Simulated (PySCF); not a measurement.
SMILES [SiH3]c1ccc([SeH])s1 (C4H6SSeSi) (GFN2-xTB optimised geometry):

```
13

Si    -1.675    -2.368     0.000
C     -0.484    -0.920     0.000
C      0.880    -0.920     0.000
C      1.463     0.362     0.000
C      0.526     1.352     0.000
Se     0.862     3.219    -0.002
S     -1.084     0.711     0.000
H     -0.857    -3.580     0.017
H     -2.524    -2.283     1.190
H     -2.502    -2.301    -1.207
H      1.456    -1.829     0.000
H      2.524     0.549     0.000
H     -0.538     3.580     0.026
```

Computed with B3LYP/def2-TZVP (PySCF).

What are the frontier orbital energies and the dipole moment?

HOMO-2 -7.92 eV, HOMO-1 -7.24 eV, HOMO -5.94 eV, LUMO -1.04 eV, LUMO+1 -0.76 eV; dipole moment 0.27 D.

Meta-Löwdin charges at B3LYP/def2-TZVP: Si1 0.52, C2 -0.37, C3 -0.12, C4 -0.17, C5 -0.23, Se6 0.08, S7 0.28, H8 -0.10, H9 -0.10, H10 -0.10, H11 0.13, H12 0.13, H13 0.06.
